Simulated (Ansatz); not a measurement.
Consider the redistribution: `C[O][Ga]([CH3])[NH2]` + `OC[SiH2]Br` → `C[O][GaH][CH3]` + `N[SiH](Br)CO`.

Gas-phase electronic energies from Ansatz, PBE0-D4/def2-TZVP geometries. CCSD(T)/CBS is the MP2 limit (def2-TZVPP, def2-QZVPP) plus CCSD(T) − MP2 in def2-TZVPP, frozen cores. Functionals use def2-TZVPP. B3LYP here is the variant with VWN-RPA as its local correlation; programs differ in this. For Br, Ga outer-core shells are correlated without core-valence functions, which leaves a few kJ/mol of doubt a bond. Scalar relativity is left out up to krypton. Each species was taken in one conformer, which may not be the lowest.

Question: Is it downhill or uphill in electronic energy at CCSD(T)/CBS, and by how much? (An estimate is asked.)

Answer: The calculation gave: Downhill: ΔE = -4.7 kcal/mol.

Question: What do these levels give: r2SCAN-D4, PBE0-D4, B3LYP-D4, PBE, r2SCAN, PBE0, HF/def2-TZVPP, MP2/def2-TZVPP, CCSD(T)/def2-TZVPP, HF/def2-QZVPP, SCS-MP2/def2-QZVPP, CCSD/CBS(def2)? (An estimate is asked.)

Answer: Computed: r2SCAN-D4 -7.0, PBE0-D4 -6.7, B3LYP-D4 -6.8, PBE -6.4, r2SCAN -6.9, PBE0 -6.3, HF/def2-TZVPP -5.4, MP2/def2-TZVPP -5.1, CCSD(T)/def2-TZVPP -5.0, HF/def2-QZVPP -5.4, SCS-MP2/def2-QZVPP -4.7, CCSD/CBS(def2) -4.6 kcal/mol.

Largest T1 diagnostic among the species: 0.014.

The D4 term adds −0.8 kcal/mol with B3LYP and −0.4 kcal/mol with PBE0; it sums over pairs of atoms, weighted by their polarisabilities, and B3LYP, whose exchange is more repulsive, gets the larger term.
